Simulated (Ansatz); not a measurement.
CH₂N, charge +1, singlet, at a GFN2-xTB geometry. Base run: B3LYP/aug-cc-pVDZ (Ansatz, an electronic-structure program).

Input for Ansatz:
Ansatz 0.2 input:
```yaml
crystal:
  periodic: [false, false, false]
  atoms:
    - {symbol: C, position_ang: [-0.00000000, -0.00000000, -0.60033820]}
    - {symbol: N, position_ang: [0.00000000, 0.00000000, 0.53266727]}
    - {symbol: H, position_ang: [-0.00000000, -0.00000000, -1.67488159]}
    - {symbol: H, position_ang: [0.00000000, 0.00000000, 1.54823991]}
basis:
  gaussian:
    orbitals: aug-cc-pVDZ
hamiltonian:
  xc: b3lyp
total_charge: 1
```

Variants of this job, named by their change:

```tsv
change	ΔE vs base (mEh)
base	0.000
lower_state_search = light	0.000
forces = on	-0.003
fitting.mean_field = cc-pVTZ-JKFIT	-0.009
point_charge = charge:0.5 position_ang:-2.9233, -1.519, 3.1994	57.741
final_grid = 6, 12, 29	0.003
final_grid = 10, 20, 41	0.000
accuracy = high	-0.003
lower_state_search = off	0.000
final_grid = 4, 8, 17	0.138
lower_state_search = full	0.000
```
